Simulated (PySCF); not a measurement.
Isomers C$_{5}$H$_{11}$O$_{4}$P:

A. `CO[P@@]1(=O)OCC[C@H](C)O1`
B. `InChI=1S/C5H11O4P/c1-7-10(6,8-2)9-5-3-4-5/h5H,3-4H2,1-2H3`
C. SMILES CCOP1(=O)OCCCO1

Spectrum 1. 1H NMR (400 MHz, computed): δ 4.51 (m, 2H), 4.39 (m, 2H), 4.38 (m, 2H), 2.27 (m, 1H), 1.37 (t, 3H), 1.16 (m, 1H). 13C{1H} NMR (computed): δ 69.6 (CH2), 65.1 (CH2), 31.0 (CH2), 19.6 (CH3).

Spectrum 2. 1H NMR (400 MHz, computed): δ 4.04 (m, 1H), 3.97 (m, 6H), 0.79 (m, 2H), 0.51 (m, 2H). 13C{1H} NMR (computed): δ 54.4 (CH3), 51.3 (CH), 7.7 (CH2).

Spectrum 3. 1H NMR (400 MHz, computed): δ 4.50 (m, 1H), 4.39 (m, 1H), 4.37 (m, 1H), 4.05 (m, 3H), 1.83 (m, 1H), 1.37 (d, 3H), 1.21 (m, 1H). 13C{1H} NMR (computed): δ 76.1 (CH), 69.4 (CH2), 54.1 (CH3), 37.7 (CH2), 25.3 (CH3).

Theoretical values (PySCF): PBE0/pcSseg-1 with gauge-including orbitals, coordinates at the GFN2-xTB level. Equivalent nuclei averaged, one computed conformer, in vacuum, relativity neglected.

Chemical shifts δ = σref − σ; TMS for 1H (σref 31.72) and 13C (σref 186.93), all at this level. Splittings of carbon signals by F and P are missing where no couplings were computed. Where no couplings were computed, multiplicities follow the n + 1 count of equivalent neighbours, and m marks all less simple cases (inequivalent or close neighbours, rings, F or P nearby). Shifts are as computed. Against solution values, carbons near 30 ppm lie about +3 ppm off and those near 130 ppm about +5 ppm. Of 1211 compounds with measured shifts, 218 miss one by over three times the rms of a fit or turn the order of signals round; such compounds aren't used in these exercises.

Which spectrum belongs to which compound?

Results:

1–C, 2–B, 3–A.

- Spectrum 1 (C): 4 13C signals; δC 69.6 is an sp3 CH2 bonded to O; δC 65.1 is an sp3 CH2 bonded to O.
- Spectrum 2 (B): 3 13C signals; δC 54.4 is a methyl carbon bonded to O; δC 51.3 is a three-membered-ring carbon.
- Spectrum 3 (A): 5 13C signals; δC 76.1 is an sp3 CH bonded to O; δC 69.4 is an sp3 CH2 bonded to O.
